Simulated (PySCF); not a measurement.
## Simulated characterisation data

Non-relativistic Hamiltonian, equivalent nuclei averaged, no solvent model, a single conformation. σ from GIAO-PBE0/pcSseg-1; GFN2-xTB structure; PySCF.

Shifts are taken against calculated references (same method and geometry level): 1H (σ = 31.72 ppm) and 13C (σ = 186.93 ppm) vs TMS. Splittings of carbon signals by F and P are missing where no couplings were computed. Where no couplings were computed, multiplicities follow the n + 1 count of equivalent neighbours, and m marks all less simple cases (inequivalent or close neighbours, rings, F or P nearby). Shifts are as computed. Against solution values, carbons near 30 ppm lie about +3 ppm off and those near 130 ppm about +5 ppm. Of 1211 compounds with measured shifts, 218 miss one by over three times the rms of a fit or turn the order of signals round; such compounds aren't used in these exercises.

**1.** `C=C(C)[C@@H]1COCC[SiH2]1`, C7H14OSi. 1H NMR (500 MHz, computed): δ 5.99 (br s, 1H), 5.27 (br s, 1H), 4.57 (m, 1H), 4.55 (m, 1H), 4.36 (m, 1H), 4.03 (m, 1H), 3.79 (m, 1H), 3.49 (m, 1H), 1.84 (s, 3H), 1.40 (m, 1H), 1.18 (m, 1H), 0.46 (m, 1H). 13C{1H} NMR (computed): δ 156.2 (C), 117.8 (CH2), 76.0 (CH2), 70.9 (CH2), 32.1 (CH), 28.1 (CH3), 8.0 (CH2).

**2.** `InChI=1S/C9H9F3/c1-2-7-5-3-4-6-8(7)9(10,11)12/h3-6H,2H2,1H3`. 1H NMR (500 MHz, computed): δ 8.04 (m, 1H), 7.80 (m, 1H), 7.63 (d, 1H), 7.60 (m, 1H), 3.01 (q, 2H), 1.29 (t, 3H). 13C{1H} NMR (computed): δ 151.9 (C), 137.8 (CH), 136.5 (CH), 134.4 (C), 133.7 (C), 132.5 (CH), 131.0 (CH), 31.3 (CH2), 21.6 (CH3).
